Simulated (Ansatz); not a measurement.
C2H2FNSe can be A, `FC1=NC[Se]1`, or B, `FC1N=C[Se]1`.

Computed with Ansatz on PBE0-D4/def2-TZVP structures; ΔE is electronic, products minus reactants. CCSD(T)/CBS is the MP2 limit (def2-TZVPP, def2-QZVPP) plus CCSD(T) − MP2 in def2-TZVPP, frozen cores. Functionals use def2-TZVPP. For Se outer-core shells are correlated without core-valence functions, which leaves a few kJ/mol of doubt a bond. Scalar relativity is left out up to krypton.

(1) Which isomer does CCSD(T)/CBS put lower? Give the gap. (Best estimate.)

(2) Give E(B) − E(A) in kJ/mol with B2PLYP, CCSD(T)/def2-TZVPP, HF/def2-TZVPP, CCSD/def2-TZVPP, r2SCAN-D4, MP2/def2-TZVPP, PBE0-D4. (An estimate is asked.)

Largest T1 diagnostic: 0.013.

## Answers

(1) Computed: A, by 24.1 kJ/mol.

(2) The calculation gave: B2PLYP 26.2, CCSD(T)/def2-TZVPP 25.6, HF/def2-TZVPP 26.4, CCSD/def2-TZVPP 26.2, r2SCAN-D4 28.0, MP2/def2-TZVPP 29.2, PBE0-D4 29.7. None reverses the order clearly.
